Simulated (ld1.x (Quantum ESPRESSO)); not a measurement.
# Pt: ultrasoft pseudisation with LDA (PZ), fully relativistic reference atom.

Pt (Z = 78), ultrasoft, made with ld1.x (Quantum ESPRESSO) 7.5 (LDA (PZ), fully relativistic). Core [Xe] 4f14, reference 5d9 6s0 6p0 (charge +1). Waves: 6s (bound, empty): rcut 2.25, rcutus 2.75 bohr; 6s channel at -0.35 Ry: rcut 2.25, rcutus 2.75 bohr; 6p (bound, empty): rcut 2.55, rcutus 2.85 bohr; 6p channel at 1.35 Ry: rcut 2.55, rcutus 2.85 bohr; 5d (bound): rcut 1.25, rcutus 1.55 bohr; 5d channel at -0.65 Ry: rcut 1.25, rcutus 1.55 bohr. Local part: all-electron potential smoothed inside 2.25 bohr (lloc = -1). Core correction: a·sin(br)/r model core inside 1.15 bohr. Augmentation charge: PSQ, radius 1.40 bohr.

Open shells are filled in proportion to 2j + 1 (rel_dist='average').

All-electron outer shells of the reference configuration (LDA (PZ), scalar-relativistic, ld1.x):

```json
{"shell": "5p", "level (eV)": "-64.62", "outermost node (bohr)": "0.53", "outermost maximum (bohr)": "0.98"}
{"shell": "5d", "level (eV)": "-14.59", "outermost node (bohr)": "0.57", "outermost maximum (bohr)": "1.26"}
{"shell": "6s", "level (eV)": "-13.26", "outermost node (bohr)": "1.14", "outermost maximum (bohr)": "2.30"}
{"shell": "6p", "level (eV)": "-6.84", "outermost node (bohr)": "1.35", "outermost maximum (bohr)": "3.02"}
```

Problem. Estimate the cutoffs (Ry, on a coarse ladder) from which the occupation-weighted sum of valence levels, in a spherical-Bessel basis at the reference potential, stays within 10 and 1 mRy of its value at 400 Ry.

Solution. 45 Ry and 80 Ry.

Problem. Does the potential have ghost states?

Solution. No extra level below or beside the all-electron valence levels (s, p1/2, p3/2, d3/2, d5/2, f tested).

Problem. Is the overlap operator S = 1 + Σ q|β⟩⟨β| positive definite (Bessel basis up to 400 Ry)?

Solution. Yes: its lowest eigenvalue is 0.30 (s channel).

Problem. Tests: 5d9 6s1 6p0; 5d8 6s0 6p0; 5d7 6s0 6p0; 5d6 6s0 6p0; 5d9 6s0.5 6p0; 5d9.5 6s0.5 6p0; 5d8 6s2 6p0. Which has the largest error in its energy relative to the reference configuration, and how large is it?

Solution. 5d6 6s0 6p0, with -677 meV (all-electron minus pseudo) on +98.72 eV.
